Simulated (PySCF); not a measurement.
Coordinates in bohr (charge 0 multiplicity 1):
```
W     0.0000    0.0000   -0.0281
H     1.8624    0.0000    2.4910
H    -0.9312    1.6129    2.4910
H    -0.9312   -1.6129    2.4910
H     3.1352    0.0000   -0.7789
H    -1.5676    2.7152   -0.7789
H    -1.5676   -2.7152   -0.7789
```

Computed with PBE0/[W def2-TZVP with ECP60, H def2-TZVP], scalar-relativistic core potentials, density fitting, no spin–orbit coupling, PySCF.

This geometry of WH₆ is a stationary point at this level.

Question: What is the point group?

Answer: C3v.

Question: Is it a minimum?

Answer: Yes: all harmonic wavenumbers are real.

Question: Which band is strongest in the infrared?

Answer: 1993 cm⁻¹ (e), 378 km/mol.

Question: What are the dipole moment and the gap between the highest occupied and lowest empty levels?

Answer: 1.81 D and 6.21 eV.

Question: Give the ideal-gas entropy at 298.15 K and 1 bar by parts.

Answer: translation 174.3, rotation 69.7, vibration 6.7, spin 0.0; total 250.7 J/(mol K).

Stability towards spin polarisation was not tested. Other isomers or separated fragments may lie lower. Spin–orbit coupling, left out here, can matter for elements this heavy.
